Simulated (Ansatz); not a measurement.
Cost and result for the atomization energy of C3H7BOSi (`CC#CB(O)[SiH3]`) (13 atoms, 12 bonds).

Cartesian coordinates in Å:
```
C -2.648 1.231 -0.003
C -1.377 0.583 0.236
C -0.312 0.043 0.438
B 1.045 -0.623 0.596
O 1.468 -1.090 1.798
Si 2.265 -0.824 -1.014
H -3.458 0.698 0.501
H -2.875 1.272 -1.071
H -2.631 2.254 0.380
H 0.822 -0.949 2.498
H 1.578 -1.611 -2.079
H 3.551 -1.500 -0.690
H 2.573 0.516 -1.590
```

The species carries charge 0 and has multiplicity 1. All single points use the PBE0-D4/def2-TZVP geometry. It is one conformer, not always the lowest. Program: Ansatz. All runs use 4 threads of an Intel Xeon 6975P-C on a shared host. Times are those of one run each, without the atoms' runs, and a repeat can differ threefold. Electronic energies, without spin–orbit coupling; frozen cores. CCSD(T)/CBS adds CCSD(T) − MP2 in def2-TZVPP to the MP2 limit, and its time is that of the two runs behind it. T1 = 0.014. B3LYP takes the VWN-RPA correlation (the form of Gaussian; ORCA's B3LYP/G). HSE06 is the plane-wave form, built on full-range PBE exchange.

CCSD(T)/CBS is a level of theory with its own doubt, some kJ/mol a heavy atom from the limit and from the frozen cores, so smaller differences don't rank the functionals.

```
                             level  functions  wall time  atomization (kcal/mol)  difference from CCSD(T)/CBS  per bond
   PBE-D4/def2-TZVPP (with forces)        295      1.6 s                  1273.6                         30.9       2.6
                PBE0-D4/def2-TZVPP        295      1.9 s                  1251.0                          8.3       0.7
               BHLYP-D4/def2-TZVPP        295        2 s                  1212.6                        -30.1      -2.5
               HSE06-D4/def2-TZVPP        295      2.1 s                  1252.0                          9.3       0.8
           CAM-B3LYP-D4/def2-TZVPP        295      2.4 s                  1251.5                          8.8       0.7
r2SCAN-D4/def2-TZVPP (with forces)        295      2.5 s                  1252.1                          9.4       0.8
 B3LYP-D4/def2-TZVPP (with forces)        295      3.1 s                  1247.7                          5.0       0.4
                  CCSD(T)/def2-SVP        123      3.2 s                  1188.6                        -54.1      -4.5
                 B97M-V/def2-TZVPP        295      4.4 s                  1251.7                          9.0       0.8
  ωB97M-V/def2-TZVPP (with forces)        295      6.5 s                  1248.5                          5.8       0.5
                    MP2/def2-QZVPP        565       17 s                  1255.4                         12.7       1.1
                CCSD(T)/def2-TZVPP        295    2.9 min                  1213.1                        -29.6      -2.5
                 CCSD(T)/CBS(def2)          –    3.2 min                  1242.7                          0.0       0.0
```

Leaving LDA and LC-ωPBE aside and taking each functional with its dispersion term where it has one, the values spread over 60.9 kcal/mol, from BHLYP-D4 to PBE-D4. LDA lies +152.3 kcal/mol from PBE without D4, its usual overbinding. The D4 term adds +9.3 kcal/mol with B3LYP and +4.9 kcal/mol with PBE0; it sums over pairs of atoms, weighted by their polarisabilities, and B3LYP, whose exchange is more repulsive, gets the larger term. From BLYP to BHLYP (50 % exact exchange), in def2-TZVPP and without D4, the atomization energy moves by −28.6 kcal/mol: exact exchange takes away binding that semilocal exchange gives to molecules.
